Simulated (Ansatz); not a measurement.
Species: CH7Cl2NSi2 (charge 0, singlet). 
Geometry from a B3LYP-D3(BJ)/def2-TZVP (Ansatz, a first-principles code) optimisation:
```xyz
13

C      1.8117    -0.8005    -0.7272
Si     0.4273     0.0229     0.1800
Cl     0.2571     1.9520    -0.5571
Cl     0.8684     0.1638     2.1913
N     -1.0574    -0.8126     0.0659
Si    -1.9178    -1.2711    -1.3719
H      1.9780    -1.8015    -0.3267
H      2.7302    -0.2219    -0.6270
H      1.5727    -0.8830    -1.7888
H     -1.5695    -0.8756     0.9359
H     -0.9711    -1.1244    -2.4982
H     -2.3719    -2.6777    -1.2755
H     -3.1045    -0.4179    -1.6136
```
Charge 0, spin multiplicity 1.

Total electronic energies in hartree. Valence correlation only, unless marked. No spin-orbit coupling. No relativistic terms. Basis-set limits of correlation are two-point, X^-3; Hartree-Fock from the larger set. [CCSD(T)-MP2]/basis is that difference in the basis named.

```
level                                                                             program  energy (Eh)
-------------------------------------------------------------------------  --------------  -----------
HF/6-31G*                                                                          Ansatz  -1593.36414
BLYP-D4/def2-TZVPD                                                         Ansatz + dftd4  -1596.68769
PBE0/STO-3G                                                                        Ansatz            …
PBE0-D4/def2-TZVP                                                          Ansatz + dftd4  -1596.07311
r2SCANh-D4/def2-TZVPD                                                      Ansatz + dftd4            …
CAM-B3LYP-D4/def2-TZVPD                                                    Ansatz + dftd4  -1596.73061
RI-MP2/aug-cc-pV(Q+d)Z                                                             Ansatz  -1594.68681
SCS-MP2/6-31G                                                                      Ansatz  -1593.55269
CCSD/6-31G*                                                                        Ansatz  -1594.14079
CCSD/cc-pV(Q+d)Z                                                                   Ansatz  -1594.73950
CCSD(T)/aug-cc-pV(D+d)Z                                                            Ansatz  -1594.42134
CCSD(T)/cc-pV(T+d)Z                                                                Ansatz  -1594.68739
RI-MP2/CBS(aug-cc-pV(T+d)Z,aug-cc-pV(Q+d)Z)+[CCSD(T)-MP2]/aug-cc-pV(D+d)Z          Ansatz   -1594.8432
RI-MP2/CBS(aug-cc-pV(T+d)Z,aug-cc-pV(Q+d)Z)+[CCSD(T)-MP2]/aug-cc-pV(T+d)Z          Ansatz   -1594.8576
CCSD(T)/CBS(cc-pV(T+d)Z,cc-pV(Q+d)Z)                                               Ansatz   -1594.8498
```

Problem. Some entries are withheld; supply them.

Solution. 
- PBE0/STO-3G, energy (Eh): -1578.08739
- r2SCANh-D4/def2-TZVPD, energy (Eh): -1596.55268
